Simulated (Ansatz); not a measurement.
Spectroscopic constants of MnH, multiplicity 7 (the spin of the measured ground state). No spin–orbit coupling. Mn is treated without relativity.

D_e counts from the fitted minimum to each atom's lowest state at the same level, without counterpoise.

Programs: Ansatz (an electronic-structure program). 

**Question.** Give the bond energy D_e at the level PBE0/def2-TZVPP.

**Answer.** 180 kJ/mol

**Question.** What bond energy D_e does r2SCAN/def2-TZVPP give?

**Answer.** 208 kJ/mol

**Question.** What bond energy D_e does B3LYP/def2-TZVPP give?

**Answer.** 162 kJ/mol
